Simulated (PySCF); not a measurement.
# Computed records: AlBFH2, F2HSi

All values are calculated (PySCF 2.14.0). Calculation on a computer-drawn molecule: optimised geometry and harmonic frequencies of an isolated molecule of the commonest isotopes, restricted reference for singlets and unrestricted otherwise, frozen core in MP2.

Common to all runs: basis cc-pV(D+d)Z.

```yaml
- entry: 1
  formula: AlBFH2
  start_structure:
    atoms_angstrom:
      - [F, -2.9709, -0.8996, 1.7295]
      - [B, -1.8432, -1.6051, 1.8651]
      - [Al, -0.1423, -2.2706, 0.9861]
      - [H, 0.6008, -1.9974, -0.405]
      - [H, 0.7469, -3.2121, 1.8265]
  given:
    charge: 0
    multiplicity: 2
    method: HF
    drawn_bonds_atom: [1, 2, 3, 3]
    drawn_bonds_other_atom: [2, 3, 4, 5]
    drawn_bonds_order: [1, 1, 1, 1]
  results:
    optimised_atom_element: [F, B, Al, H, H]
    "optimised_atom_x [angstrom]": [-2.94, -1.813, -0.03539, 0.4999, 0.6797]
    "optimised_atom_y [angstrom]": [-0.9918, -1.503, -2.308, -1.917, -3.265]
    "optimised_atom_z [angstrom]": [1.915, 1.552, 0.9794, -0.4493, 2.005]
    "modes_frequency [cm^-1]": [141.7, 257.4, 488.1, 522.0, 538.6, 788.5, 1456, 2007, 2010]
    "modes_reduced_mass [dalton]": [11.13, 2.333, 10.96, 1.127, 1.739, 1.076, 12.44, 1.021, 1.063]
    "rotational_constants [GHz]": [127.4, 3.701, 3.596]
    "total_energy [hartree]": -367.1832
    spin_squared: 0.7576
    "convergence_status_largest_gradient_component [hartree/bohr]": 3.811e-06
- entry: 2
  formula: AlBFH2
  start_structure:
    atoms_angstrom:
      - [F, -2.9398, -0.9918, 1.915]
      - [B, -1.8131, -1.5026, 1.5519]
      - [Al, -0.0354, -2.3079, 0.9794]
      - [H, 0.4999, -1.9173, -0.4493]
      - [H, 0.6797, -3.2653, 2.0051]
  given:
    charge: 0
    multiplicity: 2
    method: MP2
    drawn_bonds_atom: [1, 2, 3, 3]
    drawn_bonds_other_atom: [2, 3, 4, 5]
    drawn_bonds_order: [1, 1, 1, 1]
  results:
    optimised_atom_element: [F, B, Al, H, H]
    "optimised_atom_x [angstrom]": [-2.942, -1.806, -0.02348, 0.4906, 0.6727]
    "optimised_atom_y [angstrom]": [-0.9905, -1.506, -2.313, -1.908, -3.267]
    "optimised_atom_z [angstrom]": [1.915, 1.55, 0.9757, -0.4561, 2.017]
    "modes_frequency [cm^-1]": [192.4, 238.5, 470.3, 475.7, 514.3, 742.3, 1427, 1983, 1998]
    "modes_reduced_mass [dalton]": [10.08, 2.312, 1.137, 10.94, 1.744, 1.077, 12.44, 1.021, 1.064]
    "rotational_constants [GHz]": [125.4, 3.673, 3.568]
    "total_energy [hartree]": -367.4972
    spin_squared: 0.7577
    "convergence_status_largest_gradient_component [hartree/bohr]": 2.962e-05
- entry: 3
  formula: F2HSi
  start_structure:
    atoms_angstrom:
      - [F, -1.2078, -0.5468, -0.2406]
      - [Si, -0.2192, -1.4891, -0.8533]
      - [F, -0.8974, -2.0605, -2.1184]
      - [H, 1.0024, -1.8103, -0.3901]
  given:
    charge: 1
    multiplicity: 1
    method: HF
    drawn_bonds_atom: [1, 2, 2]
    drawn_bonds_other_atom: [2, 3, 4]
    drawn_bonds_order: [1, 1, 1]
  results:
    optimised_atom_element: [F, Si, F, H]
    "optimised_atom_x [angstrom]": [-1.202, -0.294, -0.8495, 1.023]
    "optimised_atom_y [angstrom]": [-0.4842, -1.486, -2.121, -1.816]
    "optimised_atom_z [angstrom]": [-0.1544, -0.8868, -2.172, -0.389]
    "modes_frequency [cm^-1]": [341.3, 629.1, 806.1, 974.8, 1165, 2517]
    "modes_reduced_mass [dalton]": [17.28, 1.359, 1.076, 16.2, 19.75, 1.048]
    "rotational_constants [GHz]": [36.06, 7.741, 6.373]
    "total_energy [hartree]": -488.1695
    "convergence_status_largest_gradient_component [hartree/bohr]": 3.108e-06
- entry: 4
  formula: F2HSi
  start_structure:
    atoms_angstrom:
      - [F, -1.2018, -0.4842, -0.1544]
      - [Si, -0.294, -1.4858, -0.8868]
      - [F, -0.8495, -2.1205, -2.1722]
      - [H, 1.0232, -1.8162, -0.389]
  given:
    charge: 1
    multiplicity: 1
    method: MP2
    drawn_bonds_atom: [1, 2, 2]
    drawn_bonds_other_atom: [2, 3, 4]
    drawn_bonds_order: [1, 1, 1]
  results:
    optimised_atom_element: [F, Si, F, H]
    "optimised_atom_x [angstrom]": [-1.206, -0.2971, -0.8459, 1.027]
    "optimised_atom_y [angstrom]": [-0.4647, -1.485, -2.14, -1.817]
    "optimised_atom_z [angstrom]": [-0.1308, -0.888, -2.196, -0.3874]
    "modes_frequency [cm^-1]": [319.4, 594.3, 765.0, 920.4, 1119, 2445]
    "modes_reduced_mass [dalton]": [17.26, 1.364, 1.077, 16.24, 19.09, 1.048]
    "rotational_constants [GHz]": [36.18, 7.387, 6.135]
    "total_energy [hartree]": -488.6283
    "convergence_status_largest_gradient_component [hartree/bohr]": 1.942e-05
```
